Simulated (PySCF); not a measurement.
## Electron correlation in Te+ (tellurium, charge +1)

Starting occupation: [Kr] 4d10 5s2 5p3, 5p1/2 with m_j = -1/2, +1/2, 5p3/2 with m_j = +3/2. Computed with PySCF 2.14 in x2c-SVPall-2c with one added diffuse shell each of s, p type (7s9p4d, 54 functions), with X2C-1e with screened-nucleus spin-orbit coupling, Gaussian nucleus. Frozen: [Ar] 3d10; 23 electrons correlated; the 6 highest virtual spinors left out.

MP2 pair energies summed by pair of shells (mhartree):

```csv
pair,energy,share (%)
5p-5s,-28.77,28.1
4d-4p,-17.08,16.7
4d-4d,-12.25,12.0
5p-5p,-10.99,10.7
4p-4p,-9.81,9.6
4d-5p,-7.65,7.5
5s-5s,-5.21,5.1
4d-5s,-3.93,3.8
4d-4s,-1.85,1.8
4p-5p,-1.85,1.8
4p-5s,-1.15,1.1
4p-4s,-1.05,1.0
4s-4s,-0.42,0.4
4s-5s,-0.20,0.2
4s-5p,-0.13,0.1
```

Total MP2 correlation energy: -102.33 mhartree.

The GHF reference relaxed away from the jj start to a determinant that is no pure jj level (⟨S²⟩ = 3.65, ⟨J²⟩ = 3.75); the energies belong to that determinant.

This basis was not built for core-valence correlation, so the inner-shell part is incomplete.
